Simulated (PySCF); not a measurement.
cobalt atom (Co), quartet; HF/def2-SVP (PySCF).

Input for PySCF:
```python
from pyscf import gto, scf

mol = gto.Mole()
mol.atom = '''
    Co    0.00000000    0.00000000    0.00000000
'''
mol.basis = 'def2-svp'
mol.spin = 3
mol.verbose = 4
mol.build()

mf = scf.UHF(mol)
mf.kernel()
```

Question: Write the output that PySCF gives for this input, abridged.

Answer: 
```
PySCF version 2.14.0

[INPUT] verbose = 4
[INPUT] num. atoms = 1
[INPUT] num. electrons = 27
[INPUT] charge = 0
[INPUT] spin (= nelec alpha-beta = 2S) = 3
[INPUT] symmetry False subgroup None
[INPUT] Mole.unit = angstrom
[INPUT] Symbol           X                Y                Z      unit          X                Y                Z       unit  Magmom
[INPUT]  1 Co     0.000000000000   0.000000000000   0.000000000000 AA    0.000000000000   0.000000000000   0.000000000000 Bohr   0.0

nuclear repulsion = 0
number of shells = 11
number of NR pGTOs = 73
number of NR cGTOs = 31
basis = def2-svp
ecp = {}

******** <class 'pyscf.scf.uhf.UHF'> ********
method = UHF
initial guess = minao
damping factor = 0
level_shift factor = 0
DIIS = <class 'pyscf.scf.diis.CDIIS'>
diis_start_cycle = 1
diis_space = 8
diis_damp = 0
SCF conv_tol = 1e-09
SCF conv_tol_grad = None
SCF max_cycles = 50
direct_scf = True
direct_scf_tol = 1e-13
number electrons alpha = 15  beta = 12
Set gradient conv threshold to 3.16228e-05
init E= -1380.03278867996

cycle= 1 E= -1379.76300411613  delta_E= 0.27  |g|= 2.09  |ddm|= 3.33

cycle= 2 E= -1380.3689221815  delta_E= -0.606  |g|= 1.39  |ddm|=  3.6
cycle= 3 E= -1381.11051142006  delta_E= -0.742  |g|= 0.171  |ddm|= 0.951
cycle= 4 E= -1381.12065357233  delta_E= -0.0101  |g|= 0.0317  |ddm|= 0.163
cycle= 5 E= -1381.12203312258  delta_E= -0.00138  |g|= 0.0203  |ddm|= 0.0652
cycle= 6 E= -1381.12384828504  delta_E= -0.00182  |g|= 0.0155  |ddm|= 0.0755
cycle= 7 E= -1381.12652190954  delta_E= -0.00267  |g|= 0.00792  |ddm|= 0.15
cycle= 8 E= -1381.12685545849  delta_E= -0.000334  |g|= 0.00414  |ddm|= 0.0478
cycle= 9 E= -1381.12699421995  delta_E= -0.000139  |g|= 0.00282  |ddm|= 0.0431
cycle= 10 E= -1381.12701092639  delta_E= -1.67e-05  |g|= 0.00221  |ddm|= 0.0111
cycle= 11 E= -1381.12701426581  delta_E= -3.34e-06  |g|= 0.00172  |ddm|= 0.00174
cycle= 12 E= -1381.12702448147  delta_E= -1.02e-05  |g|= 0.000688  |ddm|= 0.00688
cycle= 13 E= -1381.12703037623  delta_E= -5.89e-06  |g|= 0.000353  |ddm|= 0.00922
cycle= 14 E= -1381.12703060103  delta_E= -2.25e-07  |g|= 6.44e-05  |ddm|= 0.00194
cycle= 15 E= -1381.12703060578  delta_E= -4.75e-09  |g|= 1.57e-05  |ddm|= 0.000278
cycle= 16 E= -1381.127030607  delta_E= -1.23e-09  |g|= 1.15e-05  |ddm|= 8.94e-05
cycle= 17 E= -1381.12703060783  delta_E= -8.26e-10  |g|= 9.96e-06  |ddm|= 5.83e-05
Extra cycle  E= -1381.12703060822  delta_E= -3.91e-10  |g|= 9.13e-06  |ddm|= 2.97e-05
converged SCF energy = -1381.12703060822  <S^2> = 3.7514447  2S+1 = 4.0007223
```
